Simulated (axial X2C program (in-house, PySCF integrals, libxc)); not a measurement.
## Outer orbitals of RuS at 2.085 Å, PBE0

All values were computed with an in-house relativistic program for diatomic molecules. Spin-free means the one-electron spin-free X2C Hamiltonian; two-component (2c) means X2C with spin–orbit coupling and atomic mean-field two-electron Coulomb and Gaunt terms, so the difference of the two also holds small scalar two-electron terms. Basis: Ru dyall-cv3z [12s12p8d5f3g], S dyall-av3z [9s8p3d2f] (cores contracted in-house); Gaussian nuclei, density fitting, unrestricted open shells. Masses: Ru 101.904 u, S 31.972 u.

The distance is close to the 2c PBE0 minimum; the highest filled and lowest empty levels are listed.

Spin-free orbitals, state M_S = 2, Λ = 2 (beyond evenly filled blocks: σα, π+α, π-α, δ+α, δ+β, δ-α) (Löwdin shares):

```json
{"symmetry": "σα", "occupied": "yes", "ε (eV)": "-18.79", "atomic character": "69% S s, 13% Ru d, 9% Ru p"}
{"symmetry": "σβ", "occupied": "yes", "ε (eV)": "-17.91", "atomic character": "68% S s, 13% Ru d, 10% Ru p"}
{"symmetry": "σα", "occupied": "yes", "ε (eV)": "-9.91", "atomic character": "54% Ru d, 38% S p, 5% S s"}
{"symmetry": "π-α", "occupied": "yes", "ε (eV)": "-9.62", "atomic character": "71% Ru d, 25% S p"}
{"symmetry": "π+α", "occupied": "yes", "ε (eV)": "-9.62", "atomic character": "71% Ru d, 25% S p"}
{"symmetry": "σβ", "occupied": "yes", "ε (eV)": "-8.69", "atomic character": "60% S p, 28% Ru d, 6% S s"}
{"symmetry": "δ+α", "occupied": "yes", "ε (eV)": "-8.22", "atomic character": "99% Ru d"}
{"symmetry": "δ-α", "occupied": "yes", "ε (eV)": "-8.22", "atomic character": "99% Ru d"}
{"symmetry": "π+β", "occupied": "yes", "ε (eV)": "-7.54", "atomic character": "48% S p, 45% Ru d, 2% Ru p"}
{"symmetry": "π-β", "occupied": "yes", "ε (eV)": "-7.48", "atomic character": "50% S p, 42% Ru d, 3% Ru p"}
{"symmetry": "σα", "occupied": "yes", "ε (eV)": "-6.69", "atomic character": "37% S p, 35% Ru s, 24% Ru d"}
{"symmetry": "π-α", "occupied": "yes", "ε (eV)": "-6.39", "atomic character": "56% S p, 27% Ru d, 9% Ru p"}
{"symmetry": "π+α", "occupied": "yes", "ε (eV)": "-6.39", "atomic character": "56% S p, 27% Ru d, 9% Ru p"}
{"symmetry": "δ+β", "occupied": "yes", "ε (eV)": "-6.18", "atomic character": "98% Ru d"}
{"symmetry": "σβ", "occupied": "no", "ε (eV)": "-3.01", "atomic character": "39% Ru d, 38% Ru s, 18% S p"}
{"symmetry": "π+β", "occupied": "no", "ε (eV)": "-2.60", "atomic character": "50% Ru d, 32% S p, 11% Ru p"}
{"symmetry": "σα", "occupied": "no", "ε (eV)": "-2.59", "atomic character": "41% Ru p, 29% Ru s, 15% S p"}
{"symmetry": "δ-β", "occupied": "no", "ε (eV)": "-2.56", "atomic character": "98% Ru d"}
```

Spinors with spin–orbit coupling (state Ω = 4):

| ω | occupied | ε (eV) | atomic character | λ mixture |
| --- | --- | --- | --- | --- |
| 1/2 | yes | -18.79 | 69% S s, 13% Ru d, 9% Ru p | 100% σ |
| -1/2 | yes | -17.91 | 68% S s, 13% Ru d, 10% Ru p | 100% σ |
| 1/2 | yes | -9.91 | 54% Ru d, 38% S p, 5% S s | 100% σ |
| -1/2 | yes | -9.68 | 72% Ru d, 25% S p | 99% π, 1% σ |
| 3/2 | yes | -9.57 | 71% Ru d, 26% S p | 100% π |
| -1/2 | yes | -8.68 | 60% S p, 28% Ru d, 6% S s | 99% σ, 1% π |
| -3/2 | yes | -8.35 | 98% Ru d | 99% δ, 1% π |
| 5/2 | yes | -8.08 | 99% Ru d | 100% δ |
| 1/2 | yes | -7.59 | 47% S p, 45% Ru d, 2% Ru p | 99% π, 1% σ |
| -3/2 | yes | -7.43 | 50% S p, 42% Ru d, 3% Ru p | 99% π, 1% δ |
| 1/2 | yes | -6.68 | 37% S p, 35% Ru s, 24% Ru d | 99% σ, 1% π |
| -1/2 | yes | -6.43 | 57% S p, 27% Ru d, 9% Ru p | 100% π |
| 3/2 | yes | -6.40 | 56% Ru d, 34% S p, 5% Ru p | 59% π, 41% δ |
| 3/2 | yes | -6.24 | 70% Ru d, 22% S p, 4% Ru p | 59% δ, 41% π |
| -1/2 | no | -3.00 | 39% Ru d, 38% Ru s, 18% S p | 100% σ |
| 1/2 | no | -2.68 | 37% Ru d, 28% S p, 19% Ru p | 72% π, 28% σ |
| 1/2 | no | -2.55 | 32% Ru p, 21% Ru d, 20% S p | 72% σ, 28% π |
| -5/2 | no | -2.45 | 98% Ru d | 100% δ |

Task: How does the gap between the highest filled and lowest empty level change from the spin-free to the 2c table?

Result: From 3.17 to 3.24 eV at PBE0, a change of 0.07 eV.

Mulliken charges and populations of the two-component result (they depend on the basis, above all on diffuse functions):

Ru 0.16 e (s 8.63 p 18.22 d 16.95 f 0.04 g 0.01), S -0.16 e (s 5.86 p 10.22 d 0.07 f 0.01). ⟨Lz⟩ = 2.01 ħ and ⟨Sz⟩ = 1.99 ħ (1.59 and 0.40 on the two atoms), which add up to Ω.

The state is one determinant whose occupation by symmetry is held fixed; it was picked as the lowest of a PBE0 search that is not exhaustive. Density functionals use the spin component along the axis (collinear). PBE0 can misorder states that lie within some tenths of an eV, so this need not be the ground state of the molecule. The nearest other spin-free determinant of the search, M_S = 2, Λ = 0, lies 0.50 eV up at the distance of the search. Without a current term, density functionals place determinants with orbital angular momentum somewhat too high. With several unpaired electrons one determinant need not be a pure state. Open-shell Ω = 0 determinants with evenly filled partner blocks cannot be reached by this program, so the Ω shown need not be the lowest component.
